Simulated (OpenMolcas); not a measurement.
3s² 3p² along the 14-electron sequence

* Program: OpenMolcas
* Method: RASSCF
* Basis: ANO-R2
* Scalar Hamiltonian: X2C, finite nucleus
* Spin-orbit coupling: RASSI with atomic mean-field integrals over the reference wave functions, term energies averaged over their components

Active space for each ion: 4 electrons in 9 orbitals (RAS2 3s 3p; RAS3 3d, at most 2 electrons).

Computed levels in cm-1 above ³P₀:

```tsv
Level	P+	S2+	Cl3+	Ar4+
³P₁	144	260	432	679
³P₂	415	739	1203	1848
¹D₂	11089	13635	16068	18579
¹S₀	24955	30556	35852	41118
weight of ³P in the lowest level (%)	100	100	100	100
```

Measured, with the error of the calculation in %. Measured levels: P+ from NIST Handbook of Basic Atomic Spectroscopic Data; S2+ from NIST levels in Podobedova, Kelleher and Wiese, J. Phys. Chem. Ref. Data 38, 171 (2009); Cl3+ from Moore, Atomic Energy Levels, vol. I, NSRDS-NBS 35 (1971 reprint of NBS Circular 467, 1949); Ar4+ from Saloman, J. Phys. Chem. Ref. Data 39, 033101 (2010).

| Level | P+ | S2+ | Cl3+ | Ar4+ |
| --- | --- | --- | --- | --- |
| ³P₁ | 165 (-12.9) | 299 (-13.0) | 491 (-12.1) | 763 (-11.0) |
| ³P₂ | 469 (-11.5) | 833 (-11.3) | 1341 (-10.3) | 2029 (-8.9) |
| ¹D₂ | 8882 (+24.8) | 11323 (+20.4) | 13766 (+16.7) | 16299 (+14.0) |
| ¹S₀ | 21576 (+15.7) | 27161 (+12.5) | 32550 (+10.1) | 37912 (+8.5) |

The fine-structure level ³P₂ changes by a factor of 4.45 from P+ to Ar4+. Its fourth root runs 4.51, 5.21, 5.89, 6.56, with steps per unit of Z of 0.70, 0.68, 0.67; equal steps would mean a (Z - σ)^4 law with constant σ.

¹D₂ changes by a factor of 1.68 over the same range, with steps per unit of Z of +2550, +2430, +2510 cm-1.

Without dynamic correlation excited terms often stand tens of per cent too high (terms of higher spin than the ground term too low), and those without a measured partner can miss by more than the paired ones (holds for P+). The run also gave levels led by 3s 3p² 3d, 3s² 3p 3d, which use shells meant for correlation; these and all levels above them are left out (holds for P+; S2+). Active for correlation alone: 3d; no level in the range computed is led by a configuration that fills it, so any true level of that kind is missing (holds for Cl3+; Ar4+). Measured partners are found by configuration, term and J. A level has none where our copy of the source lacks it or the pairing is in doubt (some pairs that miss far off the trend of their configuration count as doubtful), and it then counts in no deviation. Only configurations of the active space appear.
